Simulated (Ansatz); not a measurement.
C2H7AlTe (`[CH3][Al]([CH3])[TeH]`), relaxed with RKS PBE0-D4/def2-TZVP in Ansatz from a PBE-D4/def2-SVP geometry. The force threshold is 0.005 eV/Å; the program also tests the step.

The species carries charge 0 and has multiplicity 1. Te: def2 effective core potential.

Start:

```xyz
11

C    -0.686    1.258    0.929
Al   -0.040   -0.346   -0.009
C     1.280   -0.291   -1.465
Te   -0.908   -2.659    0.658
H    -1.056    2.016    0.206
H     0.149    1.734    1.488
H    -1.498    1.047    1.653
H     2.209    0.217   -1.128
H     0.890    0.301   -2.321
H     1.561   -1.292   -1.849
H    -1.900   -1.985    1.838
```

**Question.** By how much does the energy fall, and how many steps does the optimiser take? (Best estimate.)

**Answer.** Ansatz gave: 3.59 kJ/mol, in 4 steps.

**Question.** Which bonds change most? (Estimate.)

**Answer.** The calculation gave: Te4–H11 from 1.682 to 1.657 Å; Al2–Te4 from 2.559 to 2.542 Å; C1–H6 from 1.112 to 1.095 Å; C1–H7 from 1.108 to 1.092 Å.

**Question.** Give the relaxed structure. (Best estimate.)

**Answer.** The calculation gave: 
```xyz
11

C    -0.678    1.251    0.922
Al   -0.036   -0.338   -0.008
C     1.272   -0.285   -1.455
Te   -0.905   -2.633    0.657
H    -1.047    1.995    0.208
H     0.141    1.723    1.475
H    -1.479    1.035    1.631
H     2.191    0.210   -1.126
H     0.887    0.297   -2.299
H     1.540   -1.276   -1.828
H    -1.885   -1.978    1.822
```
